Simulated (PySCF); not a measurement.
SMILES O=Cc1ccc([SeH])cc1 (C7H6OSe), GFN2-xTB optimised geometry.

```
15

O     -2.56    -2.71     0.00
C     -1.36    -2.62     0.00
C     -0.61    -1.36     0.00
C     -1.29    -0.14     0.00
C     -0.60     1.05     0.00
C      0.79     1.04     0.00
Se     1.80     2.66     0.00
C      1.48    -0.17     0.00
C      0.79    -1.36     0.00
H     -0.72    -3.52     0.00
H     -2.37    -0.16     0.00
H     -1.14     1.99     0.00
H      0.64     3.52     0.00
H      2.56    -0.17     0.00
H      1.32    -2.30     0.00
```

Density from B3LYP/def2-TZVP (PySCF) at that geometry.

Minimum of the electron density along straight lines between bonded atoms, close to the bond critical point (lines longer than 1.1 times the sum of covalent radii, or with two minima, are not listed):

| bond | length / Å | ρ at the minimum / e bohr⁻³ | ∇²ρ there / e bohr⁻⁵ | position (fraction from the first atom) |
|---|---|---|---|---|
| O1–C2 | 1.205 | … | -0.12 | 0.66 |
| C2–C3 | 1.465 | 0.286 | -0.82 | 0.50 |
| C3–C4 | 1.397 | 0.317 | -0.94 | 0.50 |
| C4–C5 | 1.377 | 0.328 | -0.99 | 0.50 |
| C5–C6 | 1.392 | 0.319 | -0.94 | 0.49 |
| C6–Se7 | 1.906 | 0.162 | … | 0.49 |
| C6–C8 | 1.393 | 0.319 | -0.94 | 0.51 |
| C3–C9 | 1.396 | 0.318 | -0.94 | 0.50 |
| C8–C9 | 1.378 | 0.327 | -0.99 | 0.50 |
| C2–H10 | 1.109 | 0.279 | -0.98 | 0.65 |
| C4–H11 | 1.080 | 0.292 | -1.06 | 0.65 |
| C5–H12 | 1.081 | 0.289 | -1.04 | 0.65 |
| Se7–H13 | 1.448 | 0.185 | … | 0.62 |
| C8–H14 | 1.082 | 0.288 | -1.03 | 0.65 |
| C9–H15 | 1.081 | 0.289 | -1.04 | 0.65 |

### Question
What belongs in the gaps?

### Answer

- O1–C2, ρ at the minimum / e bohr⁻³: 0.426
- C6–Se7, ∇²ρ there / e bohr⁻⁵: -0.19
- Se7–H13, ∇²ρ there / e bohr⁻⁵: -0.34
